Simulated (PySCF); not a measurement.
# From computed data to an observable: chemical shift, span and skew from a shielding tensor

C6H2N4S2, SMILES c1c2N=S=Nc2cc2nsnc21. Atoms are numbered in the order given.

```xyz
14

C      0.0000     0.0000    -1.4739
C      0.0000     1.1929    -0.7385
C      0.0000     1.1929     0.7385
C      0.0000     0.0000     1.4739
C      0.0000    -1.1929     0.7385
N      0.0000    -2.4431     1.2569
S      0.0000    -3.4719     0.0000
N      0.0000    -2.4431    -1.2569
C      0.0000    -1.1929    -0.7385
N      0.0000     2.4431     1.2569
S      0.0000     3.4719     0.0000
N      0.0000     2.4431    -1.2569
H      0.0000     0.0000    -2.5628
H      0.0000     0.0000     2.5628
```
Charge 0, spin multiplicity 1.

Geometry optimised at B3LYP-D3(BJ)/def2-SVP.

GIAO shieldings from PySCF with PBE/pcSseg-1, non-relativistic, no solvent. The symmetric part of the tensor of N6 has the principal values -390.2, -165.8, 181.5 ppm. The same nucleus in NH3 has σ = 267.0 ppm at this level (PySCF, at its B3LYP-D3(BJ)/def2-TZVP geometry).

**Question.** Work out the isotropic shielding, the ¹⁵N shift against NH3, the span and the skew.

**Answer.** 
σ(iso) = (σ11 + σ22 + σ33)/3 = -124.8 ppm. δ = σ(ref) − σ(iso) = 267.0 − (-124.8) = 391.8 ppm.
Span Ω = σ33 − σ11 = 571.7 ppm. Skew κ = 3(σ(iso) − σ22)/Ω = 0.21. Tumbling in solution averages the tensor to δ; in a static solid the shielding alone would spread this spin-1/2 line over Ω.
